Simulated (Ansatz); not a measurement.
Reaction (SMILES): FC(F)(F)C(F)(F)C(F)(F)C(F)(F)F + 12 C (CH4) → 3 CC (C2H6) + 10 CF (CH3F)
Structures are relaxed separately at B3LYP-D3(BJ)/def2-TZVP in Ansatz (a quantum-chemistry and plane-wave program), one conformer each, not searched for the lowest.

Wanted: bond separation energy (electronic energy difference), in kcal/mol. Valence correlation only, unless marked. No spin-orbit coupling. Non-relativistic. Basis-set limits of correlation are two-point, X^-3; Hartree-Fock from the larger set. [CCSD(T)-MP2]/basis is that difference in the basis named.

Level to compare with: RI-MP2/CBS(cc-pVTZ,cc-pVQZ)+[CCSD(T)-MP2]/cc-pVTZ (Ansatz), 93.1 kcal/mol. It is a level with limits of its own, and the differences hold the functionals' basis error too.

Task: Rank these functionals by how close they come to RI-MP2/CBS(cc-pVTZ,cc-pVQZ)+[CCSD(T)-MP2]/cc-pVTZ, closest first: LC-wPBE/def2-TZVPD (Ansatz); CAM-B3LYP/def2-TZVPD (Ansatz); B97M-V/def2-TZVPD (Ansatz).

Result: LC-wPBE/def2-TZVPD (range-separated hybrid, 88.1 kcal/mol, difference -5.0), CAM-B3LYP/def2-TZVPD (range-separated hybrid, 85.3 kcal/mol, difference -7.8), B97M-V/def2-TZVPD (meta-GGA with VV10, 107.5 kcal/mol, difference 14.4)
